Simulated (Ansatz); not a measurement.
Steps of a relaxation of CH2InN with RKS PBE0-D4/def2-TZVP.

```sh
$ ansatz run in.yaml --threads 2 --pin off --events-out ev --progress --plain --max-ram 4352MiB
```

```yaml
crystal:
  periodic: [false, false, false]
  atoms:
    - {symbol: C, position_ang: [-0.334138, -1.254917, 0.378114]}
    - {symbol: N, position_ang: [-1.140618, -0.669692, -0.240004]}
    - {symbol: In, position_ang: [1.206628, 1.364397, -0.080121]}
    - {symbol: H, position_ang: [0.351879, -1.874811, 0.952331]}
    - {symbol: H, position_ang: [-0.033852, 2.361323, -1.051621]}
basis:
  gaussian: {orbitals: def2-TZVP}
hamiltonian: {xc: pbe0, dispersion: d4}
relax: {f_tol: 0.005, max_steps: 150}
```

Positions (Å) and forces (eV/Å) along the path, 26 of 26 steps:

```xyz
5
step=1 energy=-7729.6758 eV
C    -0.334   -1.255    0.378   -1.443    0.835   -1.031
N    -1.141   -0.670   -0.240    1.802   -1.277    1.375
In    1.207    1.364   -0.080   -0.161    0.176   -0.145
H     0.352   -1.875    0.952   -0.383    0.412   -0.343
H    -0.034    2.361   -1.052    0.185   -0.146    0.143
5
step=2 energy=-7729.7150 eV
C    -0.363   -1.298    0.384   -0.069   -0.182    0.035
N    -1.182   -0.760   -0.218    0.188    0.000    0.091
In    1.227    1.456   -0.109    0.179   -0.173    0.154
H     0.348   -1.874    0.949   -0.101    0.185   -0.119
H     0.020    2.402   -1.047   -0.198    0.170   -0.161
5
step=3 energy=-7729.7215 eV
C    -0.352   -1.300    0.389   -0.095   -0.136    0.006
N    -1.140   -0.722   -0.215    0.114    0.000    0.056
In    1.211    1.441   -0.109    0.075   -0.045    0.053
H     0.329   -1.907    0.954   -0.026    0.125   -0.061
H     0.003    2.414   -1.061   -0.068    0.056   -0.054
5
step=4 energy=-7729.7233 eV
C    -0.358   -1.319    0.394   -0.287    0.053   -0.159
N    -1.144   -0.736   -0.210    0.189   -0.057    0.113
In    1.224    1.462   -0.112   -0.003   -0.003    0.000
H     0.323   -1.918    0.956    0.101    0.000    0.049
H     0.005    2.438   -1.070    0.000    0.007   -0.003
5
step=5 energy=-7729.7245 eV
C    -0.362   -1.338    0.401   -0.155   -0.016   -0.067
N    -1.131   -0.736   -0.203    0.053    0.029    0.014
In    1.224    1.483   -0.120   -0.014    0.008   -0.009
H     0.311   -1.946    0.963    0.104   -0.016    0.056
H     0.007    2.464   -1.082    0.013   -0.005    0.007
5
step=6 energy=-7729.7261 eV
C    -0.372   -1.380    0.414   -0.102    0.020   -0.054
N    -1.111   -0.742   -0.191    0.074   -0.026    0.044
In    1.225    1.526   -0.137   -0.025    0.016   -0.018
H     0.292   -1.999    0.977    0.031    0.006    0.011
H     0.016    2.521   -1.103    0.022   -0.016    0.017
5
step=7 energy=-7729.7261 eV
C    -0.372   -1.379    0.413   -0.095    0.018   -0.050
N    -1.109   -0.739   -0.191    0.069   -0.023    0.041
In    1.226    1.527   -0.137   -0.025    0.014   -0.017
H     0.291   -2.000    0.977    0.029    0.006    0.011
H     0.014    2.518   -1.103    0.022   -0.014    0.016
5
step=8 energy=-7729.7265 eV
C    -0.381   -1.434    0.432   -0.245    0.301   -0.234
N    -1.056   -0.725   -0.172    0.267   -0.289    0.241
In    1.218    1.585   -0.164   -0.010    0.010   -0.009
H     0.250   -2.089    0.996   -0.019   -0.014   -0.005
H     0.019    2.589   -1.133    0.007   -0.008    0.006
5
step=9 energy=-7729.7276 eV
C    -0.378   -1.436    0.435   -0.141    0.161   -0.129
N    -1.039   -0.716   -0.169    0.152   -0.158    0.134
In    1.216    1.592   -0.168   -0.006    0.011   -0.008
H     0.237   -2.105    0.998   -0.009   -0.009   -0.002
H     0.014    2.592   -1.136    0.004   -0.006    0.005
5
step=10 energy=-7729.7283 eV
C    -0.376   -1.435    0.436   -0.034    0.029   -0.025
N    -1.022   -0.704   -0.167    0.038   -0.023    0.026
In    1.222    1.602   -0.171   -0.007    0.004   -0.005
H     0.224   -2.119    0.998    0.001   -0.013    0.005
H     0.002    2.582   -1.137    0.002    0.002    0.000
5
step=11 energy=-7729.7287 eV
C    -0.373   -1.438    0.438   -0.004   -0.021    0.009
N    -1.009   -0.698   -0.163   -0.022    0.055   -0.034
In    1.221    1.610   -0.174   -0.006    0.003   -0.004
H     0.216   -2.130    0.999    0.031   -0.042    0.031
H    -0.005    2.582   -1.140    0.001    0.005   -0.002
5
step=12 energy=-7729.7296 eV
C    -0.358   -1.490    0.468   -0.519    0.786   -0.571
N    -0.858   -0.631   -0.126    0.693   -1.054    0.763
In    1.212    1.707   -0.220   -0.016   -0.001   -0.007
H     0.110   -2.289    1.021   -0.154    0.251   -0.176
H    -0.056    2.629   -1.183   -0.004    0.017   -0.009
5
step=13 energy=-7729.7417 eV
C    -0.351   -1.537    0.491   -0.607    1.239   -0.804
N    -0.756   -0.616   -0.087    0.704   -1.349    0.895
In    1.192    1.765   -0.254   -0.006   -0.011    0.002
H     0.032   -2.384    1.027   -0.065    0.105   -0.074
H    -0.067    2.699   -1.218   -0.026    0.015   -0.018
5
step=14 energy=-7729.7818 eV
C    -0.341   -1.574    0.511   -0.104    0.222   -0.142
N    -0.571   -0.582   -0.020    0.197   -0.287    0.211
In    1.196    1.857   -0.292   -0.019   -0.037    0.007
H    -0.116   -2.496    1.010   -0.042    0.096   -0.060
H    -0.119    2.720   -1.251   -0.031    0.007   -0.017
5
step=15 energy=-7729.8023 eV
C    -0.332   -1.549    0.505   -0.010   -0.039    0.012
N    -0.426   -0.517    0.017    0.124    0.030    0.042
In    1.233    1.906   -0.297   -0.068   -0.061   -0.004
H    -0.226   -2.509    0.967   -0.041    0.041   -0.035
H    -0.198    2.595   -1.232   -0.005    0.030   -0.015
5
step=16 energy=-7729.8077 eV
C    -0.304   -1.531    0.509    0.074    1.129   -0.457
N    -0.248   -0.459    0.070   -0.095   -1.587    0.645
In    1.171    1.856   -0.302    0.071    0.066    0.003
H    -0.333   -2.529    0.928   -0.012    0.443   -0.196
H    -0.237    2.589   -1.246   -0.039   -0.051    0.005
5
step=17 energy=-7729.8263 eV
C    -0.304   -1.514    0.502    0.123    0.613   -0.212
N    -0.148   -0.442    0.107   -0.090   -0.980    0.385
In    1.247    1.954   -0.312   -0.207    0.017   -0.099
H    -0.430   -2.518    0.881    0.010    0.382   -0.160
H    -0.315    2.446   -1.219    0.164   -0.031    0.086
5
step=18 energy=-7729.8394 eV
C    -0.281   -1.530    0.519    0.067    0.206   -0.059
N     0.027   -0.475    0.199   -0.073   -0.111    0.015
In    1.224    2.022   -0.351    0.070    0.003    0.030
H    -0.567   -2.515    0.818   -0.014   -0.050    0.015
H    -0.352    2.424   -1.226   -0.050   -0.049   -0.001
5
step=19 energy=-7729.8447 eV
C    -0.280   -1.492    0.503    0.050    0.195   -0.062
N     0.030   -0.436    0.183   -0.044   -0.198    0.066
In    1.238    2.010   -0.339    0.035   -0.014    0.022
H    -0.570   -2.477    0.801    0.002    0.014   -0.005
H    -0.368    2.321   -1.189   -0.042    0.003   -0.020
5
step=20 energy=-7729.8456 eV
C    -0.275   -1.478    0.499   -0.001    0.029   -0.013
N     0.057   -0.427    0.191   -0.005   -0.056    0.022
In    1.239    2.005   -0.337    0.005    0.007   -0.001
H    -0.588   -2.460    0.785    0.007    0.020   -0.006
H    -0.383    2.286   -1.180   -0.006    0.001   -0.003
5
step=21 energy=-7729.8459 eV
C    -0.272   -1.475    0.499    0.001    0.042   -0.018
N     0.086   -0.428    0.205   -0.020   -0.089    0.030
In    1.241    2.018   -0.341   -0.010    0.008   -0.008
H    -0.611   -2.453    0.772    0.018    0.041   -0.010
H    -0.394    2.264   -1.175    0.011   -0.002    0.006
5
step=22 energy=-7729.8461 eV
C    -0.270   -1.472    0.499   -0.007    0.012   -0.008
N     0.108   -0.430    0.215   -0.016   -0.061    0.020
In    1.242    2.028   -0.345   -0.008    0.006   -0.006
H    -0.629   -2.446    0.761    0.022    0.047   -0.011
H    -0.401    2.246   -1.171    0.009   -0.003    0.005
5
step=23 energy=-7729.8462 eV
C    -0.270   -1.471    0.498   -0.010   -0.005   -0.002
N     0.121   -0.432    0.222   -0.006   -0.028    0.009
In    1.243    2.036   -0.348   -0.002    0.001   -0.001
H    -0.639   -2.442    0.755    0.016    0.033   -0.007
H    -0.405    2.235   -1.168    0.002   -0.001    0.001
5
step=24 energy=-7729.8463 eV
C    -0.269   -1.469    0.498   -0.007   -0.009    0.001
N     0.130   -0.432    0.226    0.000   -0.004    0.002
In    1.243    2.039   -0.350    0.003    0.000    0.001
H    -0.645   -2.438    0.750    0.007    0.013   -0.003
H    -0.408    2.227   -1.166   -0.002   -0.001   -0.001
5
step=25 energy=-7729.8462 eV rejected
C    -0.269   -1.467    0.497    0.000    0.006   -0.003
N     0.132   -0.431    0.226    0.006   -0.004    0.004
In    1.245    2.043   -0.350   -0.009   -0.005   -0.002
H    -0.648   -2.435    0.748   -0.001   -0.004    0.001
H    -0.410    2.215   -1.162    0.004    0.006   -0.001
5
step=26 energy=-7729.8463 eV
C    -0.270   -1.469    0.498    0.000    0.000    0.000
N     0.130   -0.432    0.226    0.000    0.001    0.000
In    1.243    2.039   -0.350    0.000    0.000    0.000
H    -0.645   -2.438    0.750    0.000    0.000    0.000
H    -0.408    2.226   -1.165    0.000    0.000    0.000
```

It took 50 s on 2 threads of an Intel Xeon Platinum 8375C on a shared host, with 0.23 GiB of host memory at the peak.
